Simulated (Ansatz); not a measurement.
Coupled-cluster run, C₂H₃BCl₃N, SMILES `CC#[N+][B-](Cl)(Cl)Cl`.

```yaml
crystal:
  periodic: [false, false, false]
  atoms:
    - {symbol: C, position_ang: [0.761321, -1.375764, 1.397372]}
    - {symbol: C, position_ang: [0.245577, -0.435468, 0.438925]}
    - {symbol: N, position_ang: [-0.162942, 0.308995, -0.319967]}
    - {symbol: B, position_ang: [-0.731212, 1.341043, -1.371835]}
    - {symbol: Cl, position_ang: [0.529253, 2.653832, -1.475528]}
    - {symbol: Cl, position_ang: [-2.315396, 1.907626, -0.670048]}
    - {symbol: Cl, position_ang: [-0.918514, 0.389044, -2.915092]}
    - {symbol: H, position_ang: [1.299244, -2.169011, 0.875437]}
    - {symbol: H, position_ang: [1.441168, -0.863269, 2.080117]}
    - {symbol: H, position_ang: [-0.065401, -1.808225, 1.963517]}
basis:
  gaussian: {orbitals: def2-SVP}
correlation: {method: ccsd_t}
```

```sh
$ ansatz run in.yaml --threads 4 --pin off --events-out ev --progress --plain --max-ram 11315MiB
```

The program prints (abridged):

```
Functional definition: HF
1219 factors; integrals over basis functions are off by at most 1.4e-3 eV
mean field evaluation 1: about -41757.7979 eV, gradient 3.1e1 eV
mean field evaluation 2: about -41757.9562 eV, gradient 3.1e1 eV
mean field evaluation 4: about -41760.9444 eV, gradient 4.7e0 eV
mean field evaluation 8: about -41761.0226 eV, gradient 3.5e-1 eV
mean field -41761.02314875 eV, -1534.6892940782 hartree, gradient 1.2e-6 eV, S^2 0.000000; 0 other end points of the search recorded, 0 dependent functions left out
19 core orbitals not correlated: weight in the atoms' cores, before any rotation towards them, 1.000 or more for the frozen orbitals, at most 0.000 for the correlated occupied ones
reference -41761.02314875 eV, -1534.6892940782 hartree; 20, 20 occupied and 86, 86 virtual orbitals, 1219 factors
second order -24.79638272 eV of doubles, -0.00000000 eV of singles
cycle   1  -25.45465889 eV  change   -6.6e-1 eV  update   1.2e-1
cycle   2  -26.07875235 eV  change   -6.2e-1 eV  update   3.3e-2
cycle   3  -26.21940141 eV  change   -1.4e-1 eV  update   1.6e-2
cycle   4  -26.21897613 eV  change    4.3e-4 eV  update   4.2e-3
cycle   5  -26.22125232 eV  change   -2.3e-3 eV  update   2.0e-3
cycle   6  -26.22232286 eV  change   -1.1e-3 eV  update   5.3e-4
cycle   7  -26.22215845 eV  change    1.6e-4 eV  update   1.8e-4
cycle   8  -26.22222410 eV  change   -6.6e-5 eV  update   6.1e-5
cycle   9  -26.22225354 eV  change   -2.9e-5 eV  update   2.3e-5
perturbative correction -0.80942576 eV, -0.0297458482 hartree
Total energy: -41788.05482805 eV, -1535.6826899698 hartree
```

Hardware: 4 threads of an Arm Neoverse V1 on a shared host. Wall time 14 s, peak host memory 0.71 GiB.

Correlation energy per correlated electron: -0.676 eV. T1 diagnostic: 0.0108.
